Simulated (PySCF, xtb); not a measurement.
WS2ClBr, SMILES [S]=[W](=[S])([Cl])[Br], multiplicity 1.

xtb with GFN2-xTB at its own geometry gives an orbital gap of 1.65 eV and a dipole moment of 4.75 D.

Geometry: PBE0-D3(BJ)/def2-SVP. The multiplicity is an assumed one; no other spin state was optimised. The structure was generated by enumeration; whether it is a known compound was not checked. The def2 effective core potentials stand for the cores of W; spin–orbit coupling is left out.

What does PBE/def2-TZVP run with PySCF give? (Estimate from the structure and the level; the computed values follow.)

gap 2.30 eV (levels -6.54 and -4.24 eV), dipole 0.89 D.
